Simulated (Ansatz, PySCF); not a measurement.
CH3Cl3Si, SMILES Cl[Si](Cl)(C)Cl (connectivity only; charge and spin as stated), charge +1, multiplicity 2. Atoms are numbered in the order given.

```xyz
8

C      0.0000     0.0000     2.1424
Si     0.0000     0.0000     0.0139
Cl     1.7081    -0.9862    -0.3853
Cl    -1.7081    -0.9861    -0.3853
Cl     0.0000     1.9723    -0.3853
H      0.9343     0.5394     2.3460
H     -0.9343     0.5394     2.3459
H      0.0000    -1.0789     2.3460
```
Charge +1, spin multiplicity 2.

The structure is a stationary point at B3LYP-D3(BJ)/def2-SVP. The multiplicity is an assumed one; no other spin state was optimised. The isomer is the one that the SMILES or the coordinates give; other isomers of the formula were not compared.

Two levels are set side by side: PBE-D3(BJ)/def2-SVP (Ansatz, a quantum-chemistry and plane-wave program) and B3LYP-D3(BJ)/def2-SVP (Ansatz). Each level has its own optimised geometry; the coordinates shown are those of the second. Frequencies come from the Hessian of PySCF at each geometry. Differences are taken from unrounded values.

```
quantity                            B3LYP-D3(BJ)  PBE-D3(BJ)  PBE-D3(BJ) minus B3LYP-D3(BJ)
----------------------------------  ------------  ----------  -----------------------------
mean bond length (Å)                       1.637       1.636                         -0.001
bond C1–Si2 (Å)                            2.128       2.042                         -0.087
bond Si2–Cl3 (Å)                           2.012       2.030                          0.018
bond Si2–Cl4 (Å)                           2.012       2.030                          0.018
bond Si2–Cl5 (Å)                           2.012       2.030                          0.018
bond C1–H6 (Å)                             1.098       1.107                          0.009
bond C1–H7 (Å)                             1.098       1.107                          0.009
bond C1–H8 (Å)                             1.098       1.107                          0.009
highest harmonic wavenumber (cm⁻¹)          3222        3146                            -76
mean harmonic wavenumber (cm⁻¹)              976         954                            -21
zero-point energy (kcal/mol)               25.11       24.56                          -0.55
```
